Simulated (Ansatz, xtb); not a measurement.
Relative energy of two structures of CH3STe+

Structure X: a triplet given by its coordinates. Structure Y: `C[S+]=[Te]`, a singlet. Both are isolated ions in the gas phase, relaxed with PBE0-D3(BJ)/def2-SVP.

X (Å):

```tsv
atom	x (Å)	y (Å)	z (Å)
C	1.1375	-1.1011	-1.9794
S	2.6372	-0.2237	-1.4348
Te	1.9545	1.9667	-0.9720
H	0.3903	-1.1377	-1.1757
H	1.5062	-2.1169	-2.1885
H	0.7349	-0.6579	-2.8997
```

Close contacts (Å): C1–S2 1.82, S2–Te3 2.34, C1–H4 1.10, C1–H5 1.10, C1–H6 1.10.

Y (Å):

```xyz
6

C     1.1121   -1.1087   -1.9374
S     2.2956   -0.2094   -0.9196
Te    2.2691    1.9904   -1.4473
H     0.4170   -1.6038   -1.2387
H     1.6886   -1.8841   -2.4692
H     0.5782   -0.4550   -2.6380
```

Problem. Estimate E(Y) − E(X) at the level CCSD(T)/def2-TZVPP.

Solution. Too close to call at this level: CCSD(T)/def2-TZVPP gives E(Y) − E(X) = 0.000 eV.

The same difference at several levels:

```tsv
level	geometry	E(Y) − E(X) (eV)	departure from the last row (eV)	job, with rough time for the two
PBE0-D3(BJ)/def2-SVP	PBE0-D3(BJ)/def2-SVP	+0.231	+0.231	optimisation, 35 s
HF/def2-TZVPP	PBE0-D3(BJ)/def2-SVP	+0.857	+0.857	part of the CCSD(T) run
MP2/def2-TZVPP	PBE0-D3(BJ)/def2-SVP	−0.028	−0.028	part of the CCSD(T) run
CCSD(T)/def2-TZVPP	PBE0-D3(BJ)/def2-SVP	0.000		single point, 3.6 min
```

The largest departure from CCSD(T)/def2-TZVPP is that of HF/def2-TZVPP, 0.857 eV. Levels run at GFN2-xTB geometries aren't shown.

With harmonic frequencies from PBE0-D3(BJ)/def2-SVP (ideal gas, rigid rotor, one conformer each, 600 K, 1 atm): on the last row, ΔE + ΔZPE = −0.006, ΔH = −0.007, ΔG = +0.047 eV.

The T1 diagnostic of structure Y is large, so the coupled-cluster value is less sure. Open shells are spin-unrestricted. The correlated steps freeze 10 core orbitals; the filled d shell of Te is correlated, in a basis made for valence electrons. Atoms past krypton carry core potentials in the def2 sets and no spin–orbit term is included. ΔG holds the spin degeneracy. Codes used: Ansatz 0.2.0; the last row on 2 threads of Arm Neoverse V2 on a shared host.
